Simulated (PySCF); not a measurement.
CdMe(SiH3), CH6CdSi (singlet state).
Bonds: Cd1–C2, Cd1–Si6. Hydrogens: H3, H4, H5 on C2; H7, H8, H9 on Si6.

Method: PBE0-D3(BJ)/def2-SVP geometry optimisation, gas phase, def2 core potentials past Kr (PySCF 2.14.0); density fitting, grid level 1; the optimiser is geomeTRIC in internal coordinates, started from a GFN2-xTB structure with every atom displaced at random (about 0.03 Å).

Step 0: E = -13567.8327 eV
```
atom  x, y, z in Å  |  force x, y, z in eV/Å
Cd1     0.0976   -0.0432    0.2420   -0.312   0.248   0.294
C2     -0.0186   -0.0317    2.4655    0.217   0.948  -0.244
H3     -1.0681   -0.2267    2.8219    0.796   0.310  -0.218
H4      0.4223    0.9333    2.9023   -0.861  -0.985  -0.592
H5      0.6422   -0.8185    2.8384    0.029  -0.389   0.096
Si6    -0.0049    0.0363   -2.3727    1.153   0.084   0.927
H7      1.3194    0.3760   -3.0093    0.013  -0.029   0.190
H8     -0.9174    0.9729   -2.9956   -0.768   0.692  -0.181
H9     -0.3397   -1.2679   -2.9181   -0.266  -0.879  -0.272
```

Step 1: E = -13568.0527 eV
```
atom  x, y, z in Å  |  force x, y, z in eV/Å
Cd1     0.0737   -0.0233    0.2457   -0.193   0.136  -0.135
C2     -0.0068   -0.0288    2.3765    0.409  -0.128  -0.174
H3     -1.0320   -0.2012    2.7298   -0.030   0.049   0.075
H4      0.3882    0.9156    2.7809   -0.159   0.059   0.016
H5      0.6470   -0.8320    2.7546   -0.117  -0.040   0.048
Si6     0.0107    0.0312   -2.2927    0.221  -0.069   0.063
H7      1.3483    0.3757   -2.8873   -0.018  -0.015   0.044
H8     -0.9523    1.0115   -2.8889   -0.077   0.017   0.080
H9     -0.3441   -1.3180   -2.8441   -0.037  -0.009  -0.018
```

**Question.** Estimate the geometry and energy of step 2. (The exact step hangs on the optimiser's Hessian estimate; all steps are aligned on step 1, rigid shifts and turns removed.)

**Answer.** E = -13568.0672 eV, largest force 0.224 eV/Å
```
atom  x, y, z in Å  |  force x, y, z in eV/Å
Cd1     0.0531   -0.0132    0.2305   -0.099   0.057   0.014
C2      0.0026   -0.0310    2.3553    0.180  -0.108  -0.078
H3     -1.0209   -0.1950    2.7198   -0.049   0.011   0.042
H4      0.3788    0.9195    2.7589   -0.029   0.067   0.043
H5      0.6452   -0.8387    2.7415   -0.048   0.007   0.025
Si6     0.0193    0.0250   -2.2801    0.059  -0.058  -0.082
H7      1.3585    0.3741   -2.8616   -0.004  -0.001   0.002
H8     -0.9583    1.0112   -2.8507   -0.004  -0.016   0.039
H9     -0.3456   -1.3215   -2.8393   -0.005   0.041  -0.004
```

The energy changes by -0.0145 eV. The first-order estimate −F·Δx gives -0.0233 eV and the mean of the old and new forces, exact on a quadratic surface, -0.0144 eV. The step makes an angle of 59° with the force vector and moves no atom by more than 0.039 Å.

What follows is the cost of the whole optimisation. Time: 16 s wall; peak memory 0.37 GiB. Hardware: Arm Neoverse V2, one thread, shared host with 96 logical CPUs at a one-minute load of 65.
